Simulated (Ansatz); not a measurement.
`CC[N](C)[Ge]([CH3])([F])[O]C`. The species carries charge 0 and has multiplicity 1. All single points use the PBE0-D4/def2-TZVP geometry. It is one conformer, not always the lowest.

```xyz
23

C     0.877    1.846   -1.634
C    -0.390    1.784   -0.809
N    -0.651    0.490   -0.213
C    -1.910    0.457    0.499
Ge    0.671   -0.627    0.350
C     1.931   -0.053    1.692
F     1.587   -1.075   -1.066
O    -0.101   -2.104    0.927
C    -0.796   -2.933    0.019
H     0.872    1.095   -2.425
H     1.773    1.683   -1.028
H     0.972    2.834   -2.089
H    -1.246    2.032   -1.453
H    -0.362    2.571   -0.034
H    -1.981    1.242    1.267
H    -2.744    0.607   -0.199
H    -2.052   -0.506    0.991
H     2.427    0.865    1.377
H     2.678   -0.833    1.843
H     1.407    0.129    2.631
H    -0.131   -3.325   -0.758
H    -1.208   -3.773    0.583
H    -1.623   -2.406   -0.472
```

Problem. What is the dipole moment at B3LYP/def2-TZVPP? (Estimate.)

Solution. Ansatz gave: 2.02 D, with components (-0.83, 1.58, 0.97) D in this frame, pointing from negative to positive charge.

Problem. And with PBE, r2SCAN, ωB97M-V? (An estimate is asked.)

Solution. The calculation gave: PBE 1.93 D, r2SCAN 2.00 D, ωB97M-V 2.03 D.

Problem. Give the Mulliken charges with B3LYP, r2SCAN, PBE in def2-TZVPP. (Estimate.)

Solution. The calculation gave: 
| atom | B3LYP | r2SCAN | PBE |
| --- | --- | --- | --- |
| C1 | -0.25 | -0.14 | -0.25 |
| C2 | -0.03 | 0.05 | -0.05 |
| N3 | -0.26 | -0.26 | -0.19 |
| C4 | -0.19 | -0.06 | -0.19 |
| Ge5 | 0.80 | 0.74 | 0.66 |
| C6 | -0.37 | -0.27 | -0.36 |
| F7 | -0.40 | -0.39 | -0.36 |
| O8 | -0.44 | -0.44 | -0.37 |
| C9 | -0.14 | -0.01 | -0.15 |
| H10 | 0.10 | 0.07 | 0.10 |
| H11 | 0.07 | 0.04 | 0.08 |
| H12 | 0.08 | 0.04 | 0.08 |
| H13 | 0.06 | 0.02 | 0.06 |
| H14 | 0.05 | 0.02 | 0.05 |
| H15 | 0.08 | 0.04 | 0.07 |
| H16 | 0.09 | 0.05 | 0.08 |
| H17 | 0.10 | 0.06 | 0.09 |
| H18 | 0.11 | 0.08 | 0.11 |
| H19 | 0.12 | 0.09 | 0.12 |
| H20 | 0.11 | 0.09 | 0.11 |
| H21 | 0.11 | 0.07 | 0.11 |
| H22 | 0.11 | 0.06 | 0.10 |
| H23 | 0.09 | 0.05 | 0.08 |

B3LYP here is the variant with VWN-RPA as its local correlation; programs differ in this.
